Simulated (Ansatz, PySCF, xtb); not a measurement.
Barrier from R1 to the saddle point P1, each structure at its B3LYP-D3(BJ)/def2-TZVP stationary point, reached from a drawn start; harmonic modes at that level show the others as minima.
P1, AlH4P, a first-order saddle point (one imaginary mode, 400i cm⁻¹) (charge 0, multiplicity 1):
```xyz
6

Al    -1.15826     0.00000     0.00000
P      1.06740     0.00000     0.00000
H     -1.85271     1.40945     0.00000
H     -1.85271    -1.40945     0.00000
H      1.89814     1.12161     0.00000
H      1.89814    -1.12161     0.00000
```
R1, AlH4P (SMILES [AlH2][PH2]) (charge 0, multiplicity 1, Z-matrix in Å and degrees):
```
Al
H 1 1.5801
H 1 1.5801 2 121.01
P 1 2.3300 2 119.37 3 174.17
H 4 1.4183 1 94.96 2 44.88
H 4 1.4183 5 95.50 1 -95.48
```

P less R. No zero-point or thermal terms. No path was followed down from the saddle.

Cores are frozen in the correlated methods.

The values were computed with Ansatz (an electronic-structure program) with Gaussian orbitals; PySCF for the D3/D4 terms; xtb for the GFN methods. Each number belongs to the level named beside it.

Q: What is the computed barrier height (MP2/cc-pV(D+d)Z)?

A: 10.1 kcal/mol

Q: Estimate the barrier height that BLYP-D4/def2-TZVPP returns for this input.

A: 9.6 kcal/mol

Q: Give the barrier height at the level GFN1-xTB.

A: 17.8 kcal/mol
